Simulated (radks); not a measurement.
The vanadium ion V10+, 13 electrons, occupied as [He] 2s2 2p4 3s2 3p1 4s2 (not the ground configuration). Method: non-relativistic Kohn-Sham, MS2 meta-GGA, spin-polarised, spherical densities, point nucleus; open shells are filled with parallel spins first; meta-GGA in the generalised Kohn-Sham scheme; computed with a radial shooting solver on a logarithmic mesh with Libxc functionals.

Normalised radial functions P(r) = r R(r), r in bohr:

```
   r/bohr * 3s up (the largest magnitude, 1.31, reaches the edge; | marks zero)
  0.00837                             |   *
  0.01209                             |     *
  0.01747                             |      *
  0.02525                             |       *
  0.03648                             |        *
  0.05228                             |      *
  0.07554                             |  *
   0.1091                        *    |
   0.1577                *            |
   0.2278              *              |
   0.3292                         *   |
   0.4756                             |              *
   0.6817                             |                          *
    0.985                             |                   *
    1.423                             |      *
    2.056                             |*
    2.971                             *
    4.293                             *
```

3s up: eigenvalue -307.76 eV, 2 radial nodes at r = 0.0873, 0.360 bohr, <r> = 0.771 bohr, 90 % of the charge inside 1.12 bohr.
